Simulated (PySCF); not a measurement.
Isomers C10H12O:

A. `O[C@@H]1CCc2ccccc2C1`
B. `CC#CC1=C(CC)CCC1=O`
C. `COc1cccc2c1CCC2`
D. `C1C(=O)[C@@H](C#C)[C@H](C=C)CC1`

Spectrum 1. 13C{1H} NMR (computed): δ 213.1 (C), 148.4 (CH), 125.0 (CH2), 89.3 (C), 81.2 (CH), 50.0 (CH), 46.1 (CH), 42.0 (CH2), 28.8 (CH2), 26.0 (CH2).

Spectrum 2. 13C{1H} NMR (computed): δ 207.9 (C), 191.8 (C), 131.1 (C), 106.2 (C), 77.8 (C), 37.7 (CH2), 31.3 (CH2), 30.6 (CH2), 15.2 (CH3), 6.0 (CH3).

Spectrum 3. 13C{1H} NMR (computed): δ 139.3 (C), 138.0 (C), 137.0 (CH), 135.2 (CH), 132.4 (CH), 131.9 (CH), 68.3 (CH), 41.3 (CH2), 32.3 (CH2), 26.1 (CH2).

Spectrum 4. 13C{1H} NMR (computed): δ 163.0 (C), 151.5 (C), 137.1 (C), 133.0 (CH), 121.7 (CH), 110.0 (CH), 55.7 (CH3), 37.2 (CH2), 33.1 (CH2), 28.6 (CH2).

Calculated, not measured (PySCF): structure optimised with GFN2-xTB, PBE0/pcSseg-1 with gauge-including orbitals. Isolated molecule, one averaged value for each set of equivalent atoms, non-relativistic, one computed conformer.

References, each an isolated molecule treated in the same way: TMS for 13C. Shifts are as computed. Against solution values, carbons near 30 ppm lie about +3 ppm off and those near 130 ppm about +5 ppm. Of 1211 compounds with measured shifts, 218 miss one by over three times the rms of a fit or turn the order of signals round; such compounds aren't used in these exercises.

Q: Which spectrum belongs to which compound?

A: 1–D, 2–B, 3–A, 4–C.

- Spectrum 1 (D): 10 13C signals; δC 213.1 is a ketone carbonyl carbon; δC 148.4 is an alkene CH.
- Spectrum 2 (B): 10 13C signals; δC 207.9 is a ketone carbonyl carbon; δC 191.8 is a β carbon of a C=C–C=O unit.
- Spectrum 3 (A): 10 13C signals; δC 137.0 is an aromatic CH; δC 135.2 is an aromatic CH.
- Spectrum 4 (C): 10 13C signals; δC 163.0 is an aromatic carbon bearing oxygen; δC 133.0 is an aromatic CH.
